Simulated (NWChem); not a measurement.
System: Si$_{4}$H$_{8}$O; SMILES O[SiH]1[SiH2][SiH2][SiH2]1

```xyz
13

O     -0.0864    -2.8343     0.0000
Si     0.3983    -1.2351     0.0000
Si    -0.2654     0.3428     1.6347
Si     0.2350     1.9755     0.0000
Si    -0.2654     0.3428    -1.6347
H     -1.0359    -2.9889     0.0000
H      1.8925    -1.2645     0.0000
H      0.3993     0.3878     2.9732
H     -1.7543     0.3230     1.8162
H      1.6919     2.3170     0.0000
H     -0.5842     3.2248     0.0000
H     -1.7543     0.3230    -1.8162
H      0.3993     0.3878    -2.9732
```
Atoms are numbered in this order, from 1.

Program: NWChem. Structure relaxed at the PBE0/def2-SVP level. Total energies of different functionals are on different scales.

```json
[
 {"level": "PBE/def2-TZVP", "energy (Ha)": "-1237.4230", "highest occupied level (eV)": "-6.03", "orbital gap (eV)": "3.92", "dipole (D)": "1.13"},
 {"level": "B3LYP/def2-TZVP", "energy (Ha)": "-1238.1915", "highest occupied level (eV)": "-6.83", "orbital gap (eV)": "5.42", "dipole (D)": "1.15"},
 {"level": "BLYP/def2-TZVP", "energy (Ha)": "-1238.0634", "highest occupied level (eV)": "-5.86", "orbital gap (eV)": "3.97", "dipole (D)": "1.13"},
 {"level": "PW6B95/def2-TZVP", "energy (Ha)": "-1239.2373", "highest occupied level (eV)": "-7.09", "orbital gap (eV)": "5.78", "dipole (D)": "1.15"},
 {"level": "PBE0/def2-TZVP", "energy (Ha)": "-1237.5410", "highest occupied level (eV)": "-7.05", "orbital gap (eV)": "[?]", "dipole (D)": "1.16"}
]
```

Some entries are withheld; supply them.


- PBE0/def2-TZVP, orbital gap (eV): 5.73
